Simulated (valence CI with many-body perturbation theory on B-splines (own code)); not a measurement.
Level structure of Er37+

Computed by configuration interaction combined with many-body perturbation theory (CI+MBPT): three valence electrons over a frozen Dirac-Fock core [Ar] 3d10, radial functions for each j: 11 s, 11 p, 9 d, 7 f, 5 g, 2 h, 1 i, with the one-electron correlation potential Σ1, the two-electron term Σ2, the three-electron term Σ3, Breit, model QED; selected CI, second order for the rest (own B-spline code, finite nucleus).

The last digits are not significant, and no measured levels were compared; by estimate large intervals hold to a few tenths of a per cent, small ones and those within an open d or f shell to about a per cent.

Levels 1 to 45 of 66, with energies above the lowest level, (4s^2 4p1/2) J=1/2. "Leading %" is the weight of the configuration and term that name the level; weights of strongly mixed levels are sums over their largest components and can fall short. In the jj column 3d3/2^4 stands for four electrons in 3d with j = 3/2. Lifetimes count E1, E2, E3, M1 and M2 decay at the calculated energies, and are blank where another channel may lead or the interval is too uncertain; long ones can be off by a factor of two.

| No. | Configuration | Term | J | E (eV) | Leading % | g | Second component | Lifetime | Leading jj |
| --- | --- | --- | --- | --- | --- | --- | --- | --- | --- |
| 1 | 4s2 4p | 2P° | 1/2 | 0.00 | 99 | 0.661 |  |  | 4s^2 4p1/2 (99 %) |
| 2 | 4s2 4p | 2P° | 3/2 | 62.34 | 99 | 1.330 |  | 857 ns | 4s^2 4p3/2 (99 %) |
| 3 | 4s 4p2 | 4P | 1/2 | 81.78 | 62 | 2.256 | 26 % 4s 4p2 2S | 51.0 ps | 4s 4p1/2^2 (96 %) |
| 4 | 4s 4p2 | 4P | 3/2 | 133.15 | 92 | 1.668 | 6 % 4s 4p2 2D | 370 ps | 4s 4p1/2 4p3/2 (99 %) |
| 5 | 4s 4p2 | 2D | 5/2 | 140.34 | 55 | 1.373 | 44 % 4s 4p2 4P | 101 ps | 4s 4p1/2 4p3/2 (97 %) |
| 6 | 4s 4p2 | 2D | 3/2 | 150.78 | 67 | 0.960 | 27 % 4s 4p2 2P | 5.06 ps | 4s 4p1/2 4p3/2 (94 %) |
| 7 | 4s 4p2 | 2P | 1/2 | 153.57 | 71 | 1.207 | 24 % 4s 4p2 4P | 2.45 ps | 4s 4p1/2 4p3/2 (95 %) |
| 8 | 4s 4p2 | 4P | 5/2 | 197.24 | 50 | 1.400 | 34 % 4s 4p2 2D | 296 ps | 4s 4p3/2^2 (84 %) |
| 9 | 4s2 4d | 2D | 3/2 | 200.78 | 87 | 0.865 | 12 % 4s 4p2 2P | 1.44 ps | 4s^2 4d3/2 (87 %) |
| 10 | 4s 4p2 | 2S | 1/2 | 215.96 | 69 | 1.862 | 17 % 4s 4p2 2P | 3.60 ps | 4s 4p3/2^2 (98 %) |
| 11 | 4s2 4d | 2D | 5/2 | 217.87 | 82 | 1.217 | 12 % 4s 4p2 2D | 2.39 ps | 4s^2 4d5/2 (82 %) |
| 12 | 4s 4p2 | 2P | 3/2 | 220.03 | 59 | 1.160 | 27 % 4s 4p2 2D | 1.61 ps | 4s 4p3/2^2 (89 %) |
| 13 | 4p3 | 2P° | 3/2 | 233.60 | 44 | 1.330 | 27 % 4p3 2D° | 4.88 ps | 4p1/2^2 4p3/2 (94 %) |
| 14 | 4s 4p 4d | 4F° | 3/2 | 265.98 | 80 | 0.501 | 15 % 4s 4p 4d 2D° | 26.9 ps | 4s 4p1/2 4d3/2 (97 %) |
| 15 | 4s 4p 4d | 4F° | 5/2 | 271.22 | 50 | 1.055 | 18 % 4s 4p 4d 2D° | 56.5 ps | 4s 4p1/2 4d3/2 (90 %) |
| 16 | 4s 4p 4d | 4D° | 3/2 | 283.03 | 30 | 1.333 | 18 % 4s 4p 4d 4P° | 1.39 ps | 4s 4p1/2 4d3/2 (78 %) |
| 17 | 4s 4p 4d | 4D° | 1/2 | 283.22 | 65 | 0.377 | 27 % 4s 4p 4d 2P° | 1.26 ps | 4s 4p1/2 4d3/2 (96 %) |
| 18 | 4s 4p 4d | 4P° | 5/2 | 284.79 | 21 | 1.250 | 19 % 4s 4p 4d 4D° | 5.77 ps | 4s 4p1/2 4d5/2 (78 %) |
| 19 | 4p3 | 4S° | 3/2 | 286.79 | 32 | 1.360 | 19 % 4p3 2D° | 3.40 ps | 4p1/2 4p3/2^2 (51 %) |
| 20 | 4s 4p 4d | 4F° | 7/2 | 289.83 | 54 | 1.253 | 23 % 4s 4p 4d 2F° | 6.36 ps | 4s 4p1/2 4d5/2 (93 %) |
| 21 | 4p3 | 2D° | 5/2 | 290.52 | 33 | 1.309 | 30 % 4s 4p 4d 4P° | 3.55 ps | 4s 4p1/2 4d5/2 (64 %) |
| 22 | 4p3 | 2P° | 1/2 | 301.12 | 94 | 0.661 | 6 % 4s 4p 4d 2P° | 2.69 ps | 4p1/2 4p3/2^2 (94 %) |
| 23 | 4s 4p 4d | 2F° | 5/2 | 302.77 | 55 | 1.005 | 36 % 4p3 2D° | 2.63 ps | 4s 4p1/2 4d5/2 (49 %) |
| 24 | 4s 4p 4d | 2D° | 3/2 | 306.37 | 27 | 1.111 | 24 % 4s 4p 4d 2P° | 1.46 ps | 4s 4p1/2 4d5/2 (50 %) |
| 25 | 4s 4p 4d | 4D° | 5/2 | 335.67 | 52 | 1.259 | 18 % 4s 4p 4d 4F° | 1.52 ps | 4s 4p3/2 4d3/2 (93 %) |
| 26 | 4s 4p 4d | 4D° | 3/2 | 335.78 | 41 | 1.348 | 39 % 4s 4p 4d 4P° | 1.69 ps | 4s 4p3/2 4d3/2 (96 %) |
| 27 | 4s 4p 4d | 4P° | 1/2 | 335.90 | 87 | 2.336 | 12 % 4s 4p 4d 4D° | 1.82 ps | 4s 4p3/2 4d3/2 (98 %) |
| 28 | 4s 4p 4d | 4D° | 7/2 | 337.47 | 39 | 1.288 | 38 % 4s 4p 4d 4F° | 1.85 ps | 4s 4p3/2 4d3/2 (74 %) |
| 29 | 4s 4p 4d | 4F° | 9/2 | 339.57 | 100 | 1.330 |  | 1.03 μs | 4s 4p3/2 4d5/2 (100 %) |
| 30 | 4s 4p 4d | 2D° | 3/2 | 346.23 | 45 | 1.146 | 28 % 4s 4p 4d 4P° | 2.78 ps | 4s 4p3/2 4d5/2 (65 %) |
| 31 | 4s 4p 4d | 2F° | 5/2 | 347.16 | 48 | 0.901 | 38 % 4s2 4f 2F° | 2.21 ps | 4s 4p3/2 4d3/2 (57 %) |
| 32 | 4s 4p 4d | 2D° | 3/2 | 348.39 | 38 | 1.117 | 21 % 4p3 2P° | 1.46 ps | 4s 4p3/2 4d3/2 (55 %) |
| 33 | 4s 4p 4d | 2D° | 5/2 | 349.89 | 46 | 1.345 | 38 % 4s 4p 4d 4P° | 3.34 ps | 4s 4p3/2 4d5/2 (98 %) |
| 34 | 4s2 4f | 2F° | 7/2 | 353.61 | 41 | 1.220 | 30 % 4s 4p 4d 2F° | 4.31 ps | 4s 4p3/2 4d5/2 (57 %) |
| 35 | 4s 4p 4d | 2P° | 1/2 | 356.05 | 76 | 0.592 | 19 % 4s 4p 4d 4D° | 1.02 ps | 4s 4p3/2 4d3/2 (88 %) |
| 36 | 4s 4p 4d | 2F° | 7/2 | 356.84 | 90 | 1.157 | 5 % 4s 4p 4d 4D° | 3.31 ps | 4s 4p3/2 4d5/2 (81 %) |
| 37 | 4p2 4d | 4F | 3/2 | 363.31 | 39 | 0.760 | 27 % 4p2 4d 2D | 8.86 ps | 4p1/2^2 4d3/2 (98 %) |
| 38 | 4s 4p 4d | 2D° | 5/2 | 366.70 | 44 | 1.032 | 36 % 4s2 4f 2F° | 1.06 ps | 4s^2 4f5/2 (36 %) |
| 39 | 4s 4p 4d | 2P° | 1/2 | 366.73 | 89 | 0.681 | 4 % 4p3 2P° | 2.17 ps | 4s 4p3/2 4d5/2 (88 %) |
| 40 | 4s 4p 4d | 2P° | 3/2 | 370.00 | 80 | 1.305 | 6 % 4s 4p 4d 2D° | 1.56 ps | 4s 4p3/2 4d5/2 (96 %) |
| 41 | 4s2 4f | 2F° | 7/2 | 374.01 | 54 | 1.161 | 36 % 4s 4p 4d 2F° | 1.38 ps | 4s^2 4f7/2 (54 %) |
| 42 | 4s 4p 4d | 2F° | 5/2 | 375.73 | 39 | 0.984 | 27 % 4s 4p 4d 2D° | 1.15 ps | 4s 4p3/2 4d5/2 (63 %) |
| 43 | 4p3 | 2P° | 3/2 | 376.24 | 27 | 1.150 | 18 % 4p3 2D° | 965 fs | 4p3/2^3 (51 %) |
| 44 | 4p2 4d | 2D | 5/2 | 380.84 | 27 | 1.190 | 23 % 4p2 4d 4D | 4.66 ps | 4p1/2^2 4d5/2 (93 %) |
| 45 | 4p2 4d | 2F | 5/2 | 415.81 | 48 | 0.939 | 39 % 4p2 4d 4F | 7.78 ps | 4p1/2 4p3/2 4d3/2 (89 %) |

The ionisation energy to 4s2 1S_0 of the next ion comes out as 1679.6 eV (NIST: 1678 ± 4 eV (theoretical)). All 66 levels together are meant to be complete up to 458.75 eV.
